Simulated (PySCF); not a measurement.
# Electronic absorption of C4H8OSi2

Species: C₄H₈OSi₂.
Atom-mapped SMILES: `[CH2:1]=[CH:2][Si@H:3]1[CH2:4][SiH2:5][C:6]1=[O:7]` (hydrogens: H8, H9 on C1; H10 on C2; H11 on Si3; H12, H13 on C4; H14, H15 on Si5)

Theory: PySCF, TDDFT wB97X-D/def2-SVPD, vertical, gas phase, core orbitals frozen in the response. One conformer (not necessarily the lowest) at the GFN2-xTB geometry, without solvent, vibrations or thermal averaging. Torsions of this conformer, `[CH2:1]=[CH:2][Si@H:3]1[CH2:4][SiH2:5][C:6]1=[O:7]`: C1–C2–Si3–C4 -15°.

```csv
state,E (eV),ν̃ (cm⁻¹),f,"main configurations (H = HOMO, L = LUMO)"
S1,2.09,16860,0.0002,H→L (97%)
S2,4.55,36700,0.108,H→L+1 (92%)
S3,5.65,45540,0.0004,"H-1→L (59%), H-2→L (38%)"
S4,5.73,46200,0.043,H→L+2 (80%)
S5,5.90,47620,0.0009,H→L+3 (82%)
S6,6.12,49330,0.0062,"H-2→L (41%), H-4→L (27%), H-1→L (24%)"
S7,6.45,52010,0.0007,"H-4→L (45%), H-1→L+1 (18%), H-2→L (9%)"
S8,6.51,52490,0.062,"H-1→L+1 (37%), H-4→L (19%), H-3→L+1 (11%)"
```

Triplets, Tamm–Dancoff:

| state | E (eV) | λ (nm) | main configurations (H = HOMO, L = LUMO) |
| --- | --- | --- | --- |
| T1 | 1.52 | 814.9 | H→L (96%) |
| T2 | 3.94 | 314.9 | H→L+1 (76%), H-1→L+1 (8%) |
| T3 | 4.57 | 271.4 | H-1→L+1 (31%), H-2→L+1 (16%), H→L+2 (14%) |

The lowest singlet comes at 593 nm (202 kJ/mol) in the visible; it is dark (f under 0.0005); its leading configuration is HOMO→LUMO (97%). The strongest level in the table is S2 at 4.55 eV (272 nm, f = 0.108). Löwdin shares by element: HOMO oxygen 38%, silicon 25%, carbon 23% or more; LUMO carbon 34% or more, oxygen 28%, silicon 22% (atoms not listed hold the other 17%). The oscillator strengths of these states sum to 0.222; summed over the whole spectrum of an exact calculation they would give the number of electrons, 68 (Thomas–Reiche–Kuhn). Orbital energies (eV): HOMO-3 -11.21, HOMO-2 -10.54, HOMO-1 -10.24, HOMO -7.80, LUMO -0.21, LUMO+1 0.71, LUMO+2 1.79. Weighted by f, the mean energy of these states is 5.39 eV. S1 lies in the visible range (380 to 750 nm), at 593 nm, dark in the vertical dipole picture (f under 0.0005); light of that wavelength is yellow to orange, and its complementary colour is blue to green-blue. The window holds the lowest 8 singlets.

Hardware: one thread of an Intel Xeon at 2.50 GHz, shared host with 64 logical CPUs at a one-minute load of 63. Cost: 2.1 min wall (with the writing of density and orbital grids), 0.90 GiB resident at most.
